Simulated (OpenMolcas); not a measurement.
## Fe4+: effect of the active space

```
Program             : OpenMolcas 26.06
Method              : SS-CASPT2 or its RAS form, IPEA 0.25 Eh, imaginary shift 0.1 Eh
Basis               : ANO-RCC-VTZP
Scalar Hamiltonian  : DKH2, point nucleus
Spin-orbit coupling : state interaction with AMFI integrals over the reference wave functions, term energies averaged over their components
```

A. 4 electrons in 5 orbitals (3d); 2S+1 = 5 even, 5 roots; 2S+1 = 3 even, 45 roots; 2S+1 = 1 even, 50 roots; closed shells correlated: 3s 3p; CASPT2 step of the order of 14 core-seconds
B. 10 electrons in 8 orbitals (RAS1 3p, at most 2 holes; RAS2 3d); 2S+1 = 5 even, 5 roots; 2S+1 = 3 even, 45 roots; 2S+1 = 1 even, 44 roots; closed shells correlated: 3s; CASPT2 step of the order of 80 core-seconds
C. 4 electrons in 10 orbitals (3d 4d); 2S+1 = 5 even, 5 roots; 2S+1 = 3 even, 45 roots; 2S+1 = 1 even, 44 roots; closed shells correlated: 3s 3p; CASPT2 step of the order of 16 core-minutes

Energies in cm-1 above 3d4 5D0, the measured ground level; measured values from Corliss and Sugar, J. Phys. Chem. Ref. Data 11, 135 (1982).

```tsv
Level	A	B	C	Measured
3d4 5D0	0.0	0.0	0.0	0.0
3d4 5D1	154	158	155	142
3d4 5D2	452	463	455	417
3d4 5D3	876	899	884	803
3d4 5D4	1411	1446	1426	1283
3d4 3P0(1)	24580	24890	24820	24055
3d4 3H4	25410	25440	25540	24932
3d4 3P1(1)	25500	25840	25740	24973
3d4 3H5	25740	25790	25890	25226
3d4 3H6	26110	26160	26280	25528
3d4 3P2(1)	27050	27440	27300	26468
3d4 3F2(1)	27360	27680	27570	26761
3d4 3F3(1)	27460	27780	27670	26842
3d4 3F4(1)	27620	27980	27850	26974
3d4 3G3	30570	30830	30670	29817
3d4 3G4	30960	31230	31070	30147
3d4 3G5	31270	31540	31410	30430
3d4 3D3	37720	38240	37820	36630
3d4 3D2	37850	38360	37950	36758
3d4 3D1	37990	38500	38070	36925
3d4 1G4(1)	38090	38300	38330	36586
3d4 1I6	38540	38310	38800	37512
3d4 1F3	54250	54460	54520	52733
3d4 3P2(2)	63800	63900	63740	61854
```

Deviations, from unrounded energies. A percentage is the sum of absolute deviations over the sum of measured energies, with the sign that they share, or ± where signs differ.

| Against measurement | Levels | A | B | C |
| --- | --- | --- | --- | --- |
| mean absolute deviation (cm-1) | 23 | 740 | 950 | 880 |
| fine structure of the ground term (%) | 4 | +9.3 | +12.1 | +10.3 |
| other terms of the ground configuration (%) | 19 | +2.7 | +3.5 | +3.2 |

A lies closest to measurement on these levels and B furthest from it. The largest miss of A in the table is 3d4 3P2(2), by +1900 cm-1. The ranking rests on the paired levels alone, and a cruder setting can come out closer through cancelling errors.

The spin-orbit steps hold different terms of 3d4 (B lacks a 1D, a 1S; C lacks a 1D, a 1S), which shifts levels as well.

Among A to C the level of the table that moves most is 3d4 3D3, by 510 cm-1 (lowest in A, highest in B). Moves below CASPT2's spread within the term are not significant.

CASPT2 breaks the degeneracy within a term, and the mean is taken; among the terms shown or strongly mixed into the levels shown the widest spread is 300 cm-1 (3d4 1I, C). The CASPT2 spread within a term exceeds the gap to the next term for 3d4 3D and 3d4 1G(1), so the order of their levels is uncertain (figures for A; the like holds for B). Active for correlation alone: 3p; no level in the range computed is led by a configuration that opens it, so any true level of that kind is missing (holds for B). Active for correlation alone: 4d; no level in the range computed is led by a configuration that fills it, so any true level of that kind is missing (holds for C). Computed and measured levels are paired by configuration, term and J; levels that our copy of the source lacks, or whose pairing is in doubt (as where it misses far off the trend of its configuration), stay unpaired and out of the deviations. Levels of configurations outside the active space are missing. The table leaves out levels that lie high or whose names do not pair safely across all columns.

A number in round brackets counts repeated terms of one configuration in the order of the reference energies.
